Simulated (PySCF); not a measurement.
trifluoroacetic acid anion (C₂HF₃O₂), SMILES FC(F)(C(=O)O)F (connectivity only; charge and spin as stated), charge -1, multiplicity 2. Atoms are numbered in the order given.

```xyz
8

O      1.6269    -0.7457     0.7501
C      0.9078     0.2674     0.0646
O      1.5338     1.1256    -0.6236
C     -0.5139     0.0232     0.0377
F     -1.0329    -0.6286     1.1239
F     -1.2683     1.1216    -0.2308
F     -1.0535    -0.9632    -1.1268
H      2.5432    -0.5502     0.4783
```
Charge -1, spin multiplicity 2.

Coordinates come from a PBE-D3(BJ)/def2-SVPD optimisation. The multiplicity is an assumed one; no other spin state was optimised. Other conformers were not sampled.

Level of theory: PBE-D3(BJ)/def2-SVPD in PySCF.

Frequencies are harmonic and unscaled.

```csv
mode,ν (cm⁻¹),IR (km/mol),moving atoms (share of kinetic energy)
1,91,1.6,"O 67 %, F 32 %"
2,154,160.6,"F 70 %, O 17 %"
3,230,0.8,"F 48 %, O 44 %"
4,252,208.0,"F 79 %, C 17 %"
5,336,39.1,"H 77 %, F 10 %"
6,361,0.3,"F 77 %, O 16 %"
7,385,6.6,"O 49 %, F 45 %"
8,472,86.6,"C 57 %, F 24 %, O 13 %"
9,523,8.1,"F 50 %, C 26 %, O 21 %"
10,527,24.2,"F 47 %, C 30 %, O 21 %"
11,598,164.1,"C 41 %, O 32 %, F 17 %, H 10 %"
12,746,82.3,"F 49 %, O 26 %, C 22 %"
13,991,330.0,"C 51 %, O 27 %, F 12 %, H 10 %"
14,1076,290.0,"C 76 %, F 20 %"
15,1181,20.9,"H 60 %, C 25 %, O 11 %"
16,1323,312.6,"C 78 %, O 18 %"
17,1648,112.3,"C 75 %, O 20 %"
18,3683,16.4,H 94 %
```
